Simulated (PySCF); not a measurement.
PySCF input file for ammonia (H₃N), SMILES N, PBE0/pcSseg-2. Geometry optimised at B3LYP-D3(BJ)/def2-TZVP.

```python
import numpy as np
from pyscf import gto, scf, dft
from pyscf.prop.nmr import rks as nmr

mol = gto.M(
    atom='''
    N    -0.00000000   -0.00000000    0.11165546
    H     0.81646364   -0.47138550   -0.26052941
    H    -0.81646365   -0.47138549   -0.26052942
    H     0.00000001    0.94277101   -0.26052941
    ''',
    basis='pcSseg-2',
    charge=0,
    spin=0,
    max_memory=1600,
    verbose=3,
)
mf = dft.RKS(mol, xc='pbe0')
mf.grids.level = 3
mf.conv_tol = 1e-10
mf.max_cycle = 100
mf.kernel()
n = nmr.NMR(mf)
n.verbose = 2
n.max_cycle_cphf = 60
sigma = n.kernel()
print('atom   isotropic/ppm   span/ppm')
for i, s in enumerate(sigma):
    w = np.linalg.eigvalsh((s + s.T) / 2)
    print(f'{mol.atom_symbol(i):2s}{i + 1:3d} {w.mean():14.3f} {w[2] - w[0]:11.3f}')
```

Program output:

```
converged SCF energy = -56.516401866978
atom   isotropic/ppm   span/ppm
N   1        263.297      49.466
H   2         31.550      16.342
H   3         31.550      16.342
H   4         31.550      16.342
```

Self-consistency was reached.
